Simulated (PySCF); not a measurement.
H9PSi3, charge -1, doublet, geometry from GFN2-xTB (a state made from the parent by changing its charge; the spin is typed, not shown lowest). Base run: HF/def2-SV(P) in PySCF.

Here is a job for PySCF.
```python
from pyscf import gto, scf

mol = gto.Mole()
mol.atom = '''
    Si   -0.68699077    1.65572877   -0.88460613
    P     0.40901411   -0.22021910   -0.72392381
    Si    1.53381925    0.08784400    1.52792075
    Si   -1.18336805   -1.55666879   -0.07416283
    H     0.01777200    2.53528288   -1.82662732
    H    -0.86366762    2.43370020    0.35868496
    H    -2.04760564    1.47403821   -1.41671503
    H     2.65455238    0.88221085    0.99493559
    H     1.98164421   -1.31630438    1.58815210
    H     1.60629184    0.45213044    2.98614720
    H    -0.84100581   -2.92805252   -0.47388882
    H    -2.48019588   -1.24755869   -0.69724061
    H    -1.45144314   -1.59881614    1.37728382
'''
mol.basis = 'def2-sv(p)'
mol.charge = -1
mol.spin = 1
mol.verbose = 4
mol.build()

mf = scf.UHF(mol)
mf.kernel()
```

Each row names what was changed in the base input (with any setting that the change needs).

| change | ΔE vs base (mEh) | fitting functions |
|---|---|---|
| base | 0.000 | - |
| auxbasis = cc-pvdz-jkfit | 0.163 | 655 |
| auxbasis = even-tempered beta=3.0 | -0.830 | 485 |
| exchange = seminumerical (SGX) (with mf = sgx.sgx_fit(mf, auxbasis='def2-universal-jfit'); with mf.with_df.dfj = True) | -0.840 | 303 |
| only_dfj = on; auxbasis = def2-universal-jfit | -0.932 | 303 |
| auxbasis = default (with mf = mf.density_fit()) | 0.015 | 674 |
| auxbasis = def2-universal-jkfit | 0.015 | 674 |
| auxbasis = cc-pvqz-jkfit | 0.048 | 1051 |
| auxbasis = autoaux | -1.094 | 701 |
| auxbasis = even-tempered beta=2.0 | 0.270 | 723 |

A fitting set is made for a task (jfit for Coulomb, jkfit for Coulomb and exchange, ri for correlation) and for a family of orbital bases.

Open shells are given as the SCF converged; they aren't shown to be the lowest states, and a large step between rows can be another state.
